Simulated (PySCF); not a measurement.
NbOF2, SMILES [F][Nb]([F])=[O] (connectivity only; charge and spin as stated), neutral, multiplicity 2. Atoms are numbered in the order given.

```xyz
4

Nb     0.0000     0.0000    -0.0072
O      0.0000     0.0000    -1.7066
F      0.0000    -1.7109     0.7748
F      0.0000     1.7109     0.7748
```
Charge 0, spin multiplicity 2.

Geometry optimised at r2SCAN-D4/def2-TZVP. A frequency run showed that this geometry is not a minimum. The spin state was assumed, not searched. The def2 effective core potentials stand for the cores of Nb; spin–orbit coupling is left out.

These are r2SCAN-D4/def2-TZVP in PySCF values and carry that method's errors.

Frequencies are harmonic and unscaled.

Computed vibrational spectrum:
```json
[
 {"mode": "1", "ν (cm⁻¹)": "69i", "IR (km/mol)": "23.2", "moving atoms (share of kinetic energy)": "F 42 %, Nb 37 %, O 21 %"},
 {"mode": "2", "ν (cm⁻¹)": "171", "IR (km/mol)": "8.0", "moving atoms (share of kinetic energy)": "F 80 %, Nb 16 %"},
 {"mode": "3", "ν (cm⁻¹)": "256", "IR (km/mol)": "5.3", "moving atoms (share of kinetic energy)": "O 62 %, F 30 %, Nb 8 %"},
 {"mode": "4", "ν (cm⁻¹)": "656", "IR (km/mol)": "59.2", "moving atoms (share of kinetic energy)": "F 94 %"},
 {"mode": "5", "ν (cm⁻¹)": "709", "IR (km/mol)": "207.1", "moving atoms (share of kinetic energy)": "F 71 %, Nb 29 %"},
 {"mode": "6", "ν (cm⁻¹)": "1026", "IR (km/mol)": "165.9", "moving atoms (share of kinetic energy)": "O 85 %, Nb 15 %"}
]
```
